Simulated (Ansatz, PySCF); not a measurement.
C3H7O (SMILES CC(C)[O-]), charge -1, singlet, geometry from GFN2-xTB (in this run its highest filled SCF level lies above zero, so its values depend strongly on the basis, on diffuse functions most of all). Base run: PySCF with CASSCF(2,4)/STO-3G.

Input for PySCF:
```python
from pyscf import gto, scf, mcscf
import numpy

mol = gto.Mole()
mol.atom = '''
    O     0.088997    1.430884   -0.081187
    C     0.013438    0.200251    0.328992
    H     0.010017    0.091697    1.487979
    C    -1.296849   -0.566139   -0.115409
    C     1.215780   -0.722829   -0.122668
    H    -1.330104   -0.626892   -1.202977
    H     1.234970   -0.786853   -1.210386
    H    -2.169563   -0.008754    0.222425
    H     2.152911   -0.278309    0.209939
    H    -1.336527   -1.575855    0.302077
    H     1.132107   -1.729802    0.294946
'''
mol.basis = 'sto-3g'
mol.charge = -1
mol.spin = 0
mol.verbose = 4
mol.build()

mf = scf.RHF(mol)
mf.kernel()
mc = mcscf.CASSCF(mf, 4, 2)
mc.fix_spin_(ss=0.0)
mc.kernel()
occ = numpy.linalg.eigvalsh(mc.fcisolver.make_rdm1(mc.ci, mc.ncas, mc.nelecas))[::-1]
ss = mc.fcisolver.spin_square(mc.ci, mc.ncas, mc.nelecas)[0]
print('natural occupations', occ.round(4), ' <S^2>', round(ss, 4))
```

Programs used: Ansatz (a first-principles code), PySCF; a row that names a program was run with it.

The base run was repeated with changes; each row names its change, and settings that it needs were set with it.

```csv
change,ΔE vs base (kcal/mol),natural occupations,<S^2> of the state
base,0.000,1.98 0.02 0.00 0.00,0.00
"active space = 8 electrons, 8 orbitals",-33.78,1.98 1.98 1.98 1.97 0.03 0.03 0.02 0.01,0.00
"active space = 10 electrons, 8 orbitals",-29.02,1.99 1.99 1.98 1.98 1.97 0.03 0.03 0.02,0.00
"active space = 8 electrons, 9 orbitals",-33.93,1.98 1.98 1.98 1.97 0.03 0.03 0.02 0.01 0.00,0.00
conv_tol = 1e-5,0.143,1.98 0.02 0.00 0.00,0.00
solver = newton,0.000,1.98 0.02 0.00 0.00,0.00
code = ansatz,0.009,-,-
state_average = 2 states,22.33,-,-
orbitals = fixed (CASCI),10.66,2.00 0.00 0.00 0.00,0.00
start = MP2 natural orbitals,1.63,1.98 0.01 0.00 0.00,0.00
fix_spin_ = off,0.000,1.98 0.02 0.00 0.00,0.00
```

Active orbitals are taken around the Fermi level unless the row says otherwise; CASSCF can end in different local minima, and two programs can end on different orbitals. State-averaged rows give the lowest state.
